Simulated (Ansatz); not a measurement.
Cartesian coordinates in Å:
```
F -1.0423 0.4472 -2.3047
C -1.3851 0.1373 -1.0029
O -0.5192 -0.7940 -0.4882
C 0.7622 -0.3109 -0.1662
C 0.8937 0.0117 1.3031
F 0.0037 0.9746 1.6643
F 0.6330 -1.0778 2.0598
H -2.3754 -0.3193 -1.0150
H -1.3759 1.0774 -0.4429
H 1.0205 0.5775 -0.7513
H 1.4849 -1.0945 -0.4059
H 1.9000 0.3706 1.5499
```

The species carries charge 0 and has multiplicity 1.

Q: List the ωB97M-V/def2-TZVPP orbital energies in eV (Ansatz 0.2.0). (An estimate is asked.)

A: The calculation gave: Occupied: -678.16, -678.06, -677.41, -527.12, -286.10, -284.96, -283.54, -38.11, -36.57, -36.50, -32.80, -24.93, -22.43, -20.77, -18.76, -18.46, -18.02, -17.50, -17.25, -16.75, -15.26, -14.74, -14.60, -14.27, -13.94, -13.06, -13.02, -12.00, -11.08. Lowest empty: 2.71, 3.55, 3.87, 4.08, 4.19, 4.51, 4.89, 5.23.
